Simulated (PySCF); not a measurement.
Si (silicon, neutral): wB97X-V calculation

Configuration: [Ne] 3s1 3p2 4s1, high-spin 5P determinant (an excited configuration). Computed with PySCF 2.14 in aug-cc-pVDZ-DK, with the spin-free X2C one-electron Hamiltonian (Gaussian nucleus).

```json
{
  "Total energy": "-289.5437 hartree",
  "One-electron energy": "-398.4474 hartree",
  "Hartree (Coulomb) energy": "129.6165 hartree",
  "Exchange-correlation energy": "-20.7127 hartree",
  "⟨S²⟩": "6.0000",
  "⟨L²⟩": "2.011",
  "Sum of ⟨r⟩": "17.17 bohr",
  "Sum of ⟨r²⟩": "57.08 bohr²",
  "Traceless quadrupole moment −½Σ⟨3z² − r²⟩ along its main axis": "2.24 e·bohr²",
  "Langevin diamagnetic susceptibility": "-45.2 ×10⁻⁶ cm³/mol"
}
```

```csv
shell,electrons,mean orbital energy (eV),spread (eV),"rms radius, mean of both spins (bohr)"
1s α,1,-1811.3,0,0.129
1s β,1,-1810.9,0,0.129
2s α,1,-154.13,0,0.617
2s β,1,-153.64,0,0.617
2p α,3,-108.57,0.196,0.601
2p β,3,-108.05,0.482,0.601
3s α,1,-20.174,0,2.20
3p α,2,-11.679,0,2.65
4s α,1,-3.057,0,5.93
```

The outer electron is Rydberg-like, and this basis confines it to a smaller radius and binds it less than a complete one would.

Densities and radii are taken from the X2C orbitals without a picture-change correction, which distorts them close to the nucleus.
